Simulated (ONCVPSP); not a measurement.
**Before and after: ONCV potential for nitrogen**

ONCVPSP 4.0.1 input, shortened (lines: element, Z, core and valence counts, functional; n l f; lmax; l rc ep ncon nbas qcut; lloc lpopt rc5 dvloc0; l nproj debl; icmod fcfact rcfact), Wu-Cohen, scalar-relativistic:

```
  N 7.00    1    2  -118130      upf
    1    0    2.00
    2    0    2.00
    2    1    3.00
    2
    0    1.00    0.00    4    7    7.90
    1    2.35    0.00    4    8    6.80
    2    1.90    0.25    3    7    4.40
    4    5    0.75    3.00
    0    2    2.90
    1    2    2.90
    2    2    3.30
    0    0.00    0.00
```

All-electron outer shells of the reference configuration (Wu-Cohen, scalar-relativistic, ld1.x):

```json
{"shell": "1s", "level (eV)": "-383.97", "outermost node (bohr)": "–", "outermost maximum (bohr)": "0.15"}
{"shell": "2s", "level (eV)": "-18.47", "outermost node (bohr)": "0.32", "outermost maximum (bohr)": "1.02"}
{"shell": "2p", "level (eV)": "-7.05", "outermost node (bohr)": "–", "outermost maximum (bohr)": "0.97"}
```

Change: all radii scaled by about 1.25 (s 1.26, p 2.94, d 2.38 bohr); local potential polynomial inside 0.94 bohr (lpopt 5, dvloc0 3 Ha).

Cutoffs: the cutoffs (Ha) at which the residual kinetic energy of the hardest occupied pseudo-wave falls to 1 and 0.1 mHa per electron; they do not see the model core or the augmentation charge, which bear on the density cutoff. Errors are all-electron minus pseudo energies relative to the spin-unpolarised reference configuration.

Task: How do hardness, ghosts and transferability respond?

Result: The potential gets softer (28 Ha and 63 Ha → 22 Ha and 28 Ha); the lowest positive-energy flag moves from d at 13.5 eV to d at 127.9 eV; of the 4 tests that both files solve, the error grows in 4 and shrinks in 0 by more than 15 % and 0.3 meV (median size 405.0 → 732.3 meV); neither file shows a bound ghost. A larger radius leaves more room for a smooth pseudo-wave, so fewer plane waves are needed. More of the atom is replaced by a form fitted at one configuration, so other configurations suffer.

| quantity | base | changed |
| --- | --- | --- |
| cutoff, loose | 28 Ha | 22 Ha |
| cutoff, tight | 63 Ha | 28 Ha |
| loose cutoff by channel | s 28 Ha, p 14 Ha | s 22 Ha, p 11 Ha |
| bound ghosts | none | none |
| GHOST(+) flags under 300 eV | d at 13.5 eV | d at 127.9 eV |
| error for 2s2 2p2, meV [ΔE 13.56 eV] | +97 | +183 |
| error for 2s2 2p1, meV [ΔE 42.38 eV] | +713 | +1282 |
| error for 2s2 2p0, meV [ΔE 89.37 eV] | +2522 | +4327 |
| error for 2s0 2p5, meV [ΔE 22.88 eV] | -53 | -152 |
